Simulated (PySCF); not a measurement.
Si(H)(F)(Br)(Me) (CH₄BrFSi), SMILES C[SiH](F)Br. Geometry: PBE-D3(BJ)/def2-SVP.

Computed equilibrium geometry at PBE-D3(BJ)/def2-SVP (PySCF confirms it by a frequency run) as Cartesian coordinates in Å:
```xyz
8

Si    -0.2556    -0.9077     0.3627
C     -2.1157    -0.8392     0.2770
F      0.3005    -1.9392    -0.7810
Br     0.5939     1.1153    -0.0620
H      0.2850    -1.3682     1.6794
H     -2.5472    -1.8463     0.4510
H     -2.5121    -0.1468     1.0465
H     -2.4435    -0.4798    -0.7186
```
